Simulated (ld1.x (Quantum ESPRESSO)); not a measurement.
Building the TM potential for germanium (PBE, scalar-relativistic).

The input file (ld1.x (Quantum ESPRESSO) 7.5):

```
&input
   title='Ge', zed=32., rel=1, dft='PBE', iswitch=3,
   config='[Ar] 3d10 4s2 4p0 4d-2',
   nld=3, rlderiv=1.80, eminld=-4.0, emaxld=5.0, deld=0.02
 /
 &inputp
   pseudotype=2, tm=.true., lloc=0,
   nlcc=.false.,
   file_pseudopw='Ge.UPF', file_wfcaegen='ae.wfc', file_wfcncgen='nc.wfc', file_beta='beta', file_chi='chi'
 /
3
4P  2  1   0.00   0.00  1.65  1.65  0.0
4D  3  2  -2.00   0.10  1.55  1.55  0.0
4S  1  0   2.00   0.00  1.55  1.55  0.0
 &test
   configts(1)='4s2 4p0'
 /
```

Command:

```bash
ld1.x < Ge.in > Ge.out
```

The program printed (shortened: banner, matrices, multipoles, cross overlaps and the repeated all-electron block are left out):

```
Program LD1 v.7.5
     --------------------------- All-electron run ----------------------------

     Ge
     scalar relativistic calculation

     atomic number is 32.00
     dft =PBE   lsd =0 sic =0 latt =0  beta=0.20 tr2=1.0E-14
     Exchange-correlation= PBE
                           (   1   4   3   4   0   0   0)
     mesh =1207 r(mesh) = 100.41023 a.u. xmin = -7.00 dx = 0.01250
     1 Ry =  13.60569312 eV, c = 137.03599908

     n l     nl                  e(Ry)          e(Ha)          e(eV)
     1 0     1S 1( 2.00)      -807.1191      -403.5596    -10981.4155
     2 0     2S 1( 2.00)      -102.2947       -51.1473     -1391.7899
     2 1     2P 1( 6.00)       -89.5755       -44.7878     -1218.7370
     3 0     3S 1( 2.00)       -13.8503        -6.9251      -188.4427
     3 1     3P 1( 6.00)        -9.9644        -4.9822      -135.5722
     3 2     3D 1(10.00)        -3.6157        -1.8078       -49.1941
     4 0     4S 1( 2.00)        -2.1498        -1.0749       -29.2490
     4 1     4P 1( 0.00)        -1.4557        -0.7279       -19.8060

     final scf error:  5.5E-15 reached in  37 iterations

     Etot =   -4195.988126 Ry,   -2097.994063 Ha,  -57089.326796 eV

     Ekin =    4272.100700 Ry,    2136.050350 Ha,   58124.891112 eV
     Encl =  -10069.298069 Ry,   -5034.649034 Ha, -136999.779490 eV
     Eh   =    1759.247521 Ry,     879.623760 Ha,   23935.781897 eV
     Exc  =    -158.038278 Ry,     -79.019139 Ha,   -2150.220315 eV

     normalization and overlap integrals

     s(1S/1S) =  1.000000  <r> =   0.0470  <r2> =    0.0030  r(max) =   0.0309
     s(2S/2S) =  1.000000  <r> =   0.2100  <r2> =    0.0520  r(max) =   0.1754
     s(2P/2P) =  1.000000  <r> =   0.1837  <r2> =    0.0414  r(max) =   0.1418
     s(3S/3S) =  1.000000  <r> =   0.6242  <r2> =    0.4494  r(max) =   0.5402
     s(3P/3P) =  1.000000  <r> =   0.6469  <r2> =    0.4926  r(max) =   0.5402
     s(3D/3D) =  1.000000  <r> =   0.7316  <r2> =    0.6832  r(max) =   0.5012
     s(4S/4S) =  1.000000  <r> =   1.9415  <r2> =    4.2902  r(max) =   1.6641
     s(4P/4P) =  1.000000  <r> =   2.3327  <r2> =    6.2352  r(max) =   1.9823

     ------------------------ End of All-electron run ------------------------

     --------------------- Generating NC pseudopotential ---------------------

      Generating local pot.: lloc=0, matching radius rcloc =   1.5500

      Wfc   4P  rcut= 1.664  Using Troullier-Martins method

      Wfc   4D  rcut= 1.544  Using Troullier-Martins method

     ------------------- End of pseudopotential generation -------------------

     Computing logarithmic derivative in   1.80495
     Computing logarithmic derivative in   1.80495
     Computing the partial wave expansion
       no projector for channel:   0
     R is outside the sphere for l=    1 j= 0.00
     R is outside the sphere for l=    2 j= 0.00

     ---------------------- Testing the pseudopotential ----------------------

     Ge
     scalar relativistic calculation

     atomic number is 32.00   valence charge is  4.00
     dft =PBE   lsd =0 sic =0 latt =0  beta=0.20 tr2=1.0E-14
     mesh =1207 r(mesh) = 100.41023 xmin = -7.00 dx = 0.01250

     n l     nl             e AE (Ry)        e PS (Ry)    De AE-PS (Ry)
     1 0     4S   1( 2.00)       -2.14976       -2.14977        0.00001
     2 1     4P   1( 0.00)       -1.45571       -1.45571       -0.00000

     eps = 5.3E-15  iter = 14

     Etot =   -4195.988126 Ry,   -2097.994063 Ha,  -57089.326796 eV
     Etotps =    -5.857477 Ry,      -2.928738 Ha,     -79.695031 eV

     Ekin =       1.417411 Ry,       0.708706 Ha,      19.284860 eV
     Encl =      -8.101109 Ry,      -4.050554 Ha,    -110.221201 eV
     Ehrt =       1.849269 Ry,       0.924635 Ha,      25.160588 eV
     Ecxc =      -1.023048 Ry,      -0.511524 Ha,     -13.919278 eV

     ---------------------- End of pseudopotential test ----------------------
```

Note: ghost state, extra bound levels that the all-electron valence spectrum of the same l lacks: d at -56.1 eV. A true bound ghost makes a file unfit for plane-wave use.

Generation and configuration tests took about 2.5 s on one core of a shared server CPU.
